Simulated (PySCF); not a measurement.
SnF at PBE0

Computed with PBE0; PySCF, scalar-relativistic core potentials, basis sets Sn aug-cc-pVDZ-PP with ECP28, F aug-cc-pVDZ.

| Quantity | Value |
| --- | --- |
| state | ²Π (doublet), unpaired electrons π ↑ |
| bond length | 0.1975 nm |
| harmonic wavenumber | 566 cm⁻¹ |
| force constant | 3.09 mdyn/Å |
| rotational constant Be | 0.2635 cm⁻¹ |
| anharmonicity ωexe | 2.53 cm⁻¹ |
| vibration–rotation constant αe | 0.00171 cm⁻¹ |
| well depth De to Sn + F | 4.81 eV |
| dissociation energy D0 | 4.77 eV |
| bond order (Mayer) | 0.48 |
| dipole moment (positive dipole means Sn(−)F(+)) | -2.88 D |

These are scalar-relativistic numbers at best; spin–orbit coupling would shift them, the dissociation energy most. The state is the lowest determinant that a PBE0 search found; another state may lie lower at other levels.
